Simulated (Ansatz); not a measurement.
Cartesian coordinates in Å:
```
B -1.386 -0.189 -0.583
Al 1.164 -1.161 0.144
C -0.497 0.997 -0.173
C 0.648 0.617 0.781
F 1.098 -2.468 1.161
H -0.889 -1.311 -0.567
H -2.506 -0.138 -0.990
H 1.783 -1.404 -1.294
H -0.080 1.238 -1.177
H -1.047 1.903 0.102
H 1.443 1.368 0.791
H 0.268 0.547 1.805
```

Total charge 0; spin multiplicity 1. The bonds changed during the relaxation, so this is another structure than the one it started from.

**Question.** List the PBE0/def2-TZVPP orbital energies in eV (the Gaussian-basis code of Ansatz). (Estimate.)

**Answer.** Computed: Occupied: -1527.63, -672.45, -278.38, -277.78, -185.55, -113.49, -73.61, -73.45, -73.38, -31.43, -21.59, -17.56, -14.75, -12.90, -12.43, -12.20, -11.20, -11.09, -10.64, -10.07, -9.60, -9.31, -7.66. Lowest empty: -2.01, -0.11, 0.65, 0.90, 1.73, 2.12, 2.17, 2.59.
